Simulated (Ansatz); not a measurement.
Geometry optimisation, Ansatz, RHF/def2-SVP.

The input (input.yaml):

```yaml
crystal:
  periodic: [false, false, false]
  atoms:
    - { symbol: B, position_ang: [0.0, 0.0, 0.0] }
    - { symbol: H, position_ang: [0.0, 0.0, 1.54] }
    - { symbol: H, position_ang: [1.0305, 0.0, -0.595] }
    - { symbol: C, position_ang: [-1.3856, 0.0, -0.8] }
    - { symbol: H, position_ang: [-1.9458, -0.9305, -0.5708] }
    - { symbol: H, position_ang: [-1.9898, 0.8797, -0.4946] }
    - { symbol: H, position_ang: [-1.1839, 0.0508, -1.8903] }
    - { symbol: "N", position_ang: [0.0773, -1.7539, 0.5833] }
    - { symbol: H, position_ang: [-0.441, -2.5119, 0.0539] }
    - { symbol: C, position_ang: [0.8576, -2.0964, 1.7812] }
    - { symbol: H, position_ang: [0.9977, -3.1964, 1.8301] }
    - { symbol: H, position_ang: [1.849, -1.5995, 1.7321] }
    - { symbol: H, position_ang: [0.3162, -1.7522, 2.687] }
    - { symbol: H, position_ang: [0.0395, -0.8969, 1.5631] }
basis:
  gaussian: { orbitals: def2-SVP }
hamiltonian:
  xc: hf
relax:
  f_tol: 0.15
  max_steps: 25
  restrain:
    - { distance: [0, 7], at: 2.75, k: 30.0 }
    - { distance: [13, 1], at: 1.86, k: 30.0 }
    - { distance: [0, 1], at: 1.19, k: 30.0 }
    - { distance: [13, 7], at: 1.06, k: 30.0 }
output:
  orbitals: {}
```

Run as:

```bash
$ ansatz run input.yaml --threads 2 --pin off --max-ram 3072MiB --backend cpu --events-out ev --progress --plain --runs-dir out
```

Task: Where does it end, and by what steps?

Result: The forces met the threshold. The restraints hold the end off the free minimum. After 15 steps the energy has fallen by 5.255 eV (the restraints' own energy left out); H13 moved furthest, 1.37 Å. Joined: B1–H2 (1.54 → 1.20 Å).

```json
{"step": "0", "energy less start (eV)": "0.0000", "largest force component (eV/Å)": "5.829", "accepted": "yes"}
{"step": "1", "energy less start (eV)": "-0.2758", "largest force component (eV/Å)": "4.928", "accepted": "yes"}
{"step": "2", "energy less start (eV)": "-0.9611", "largest force component (eV/Å)": "5.017", "accepted": "yes"}
{"step": "3", "energy less start (eV)": "-2.2201", "largest force component (eV/Å)": "4.688", "accepted": "yes"}
{"step": "4", "energy less start (eV)": "-3.6304", "largest force component (eV/Å)": "4.652", "accepted": "yes"}
{"step": "5", "energy less start (eV)": "-4.4358", "largest force component (eV/Å)": "4.866", "accepted": "yes"}
{"step": "6", "energy less start (eV)": "-4.8148", "largest force component (eV/Å)": "2.458", "accepted": "yes"}
{"step": "7", "energy less start (eV)": "-5.0079", "largest force component (eV/Å)": "1.590", "accepted": "yes"}
{"step": "8", "energy less start (eV)": "-5.1107", "largest force component (eV/Å)": "1.235", "accepted": "yes"}
{"step": "9", "energy less start (eV)": "-5.1531", "largest force component (eV/Å)": "1.157", "accepted": "yes"}
{"step": "10", "energy less start (eV)": "-5.2109", "largest force component (eV/Å)": "1.208", "accepted": "yes"}
{"step": "11", "energy less start (eV)": "-5.2350", "largest force component (eV/Å)": "1.196", "accepted": "yes"}
{"step": "12", "energy less start (eV)": "-5.2217", "largest force component (eV/Å)": "1.241", "accepted": "no"}
{"step": "13", "energy less start (eV)": "-5.2435", "largest force component (eV/Å)": "1.220", "accepted": "yes"}
{"step": "14", "energy less start (eV)": "-5.2435", "largest force component (eV/Å)": "1.239", "accepted": "yes"}
{"step": "15", "energy less start (eV)": "-5.2548", "largest force component (eV/Å)": "1.198", "accepted": "yes"}
```

```xyz
14
Properties=species:S:1:pos:R:3
B -0.253 0.433 -0.073
H -0.550 0.611 1.074
H 0.894 0.589 -0.388
C -1.379 0.195 -1.154
H -2.243 -0.344 -0.759
H -1.738 1.190 -1.450
H -1.021 -0.302 -2.057
N -0.026 -1.936 1.290
H -0.793 -2.583 1.264
C 1.163 -2.523 1.863
H 1.509 -3.347 1.238
H 1.960 -1.780 1.887
H 1.033 -2.907 2.882
H -0.333 -1.102 1.802
```

The run took 21 s on 2 threads of Arm Neoverse V2, on a shared host, peak memory 0.19 GiB.
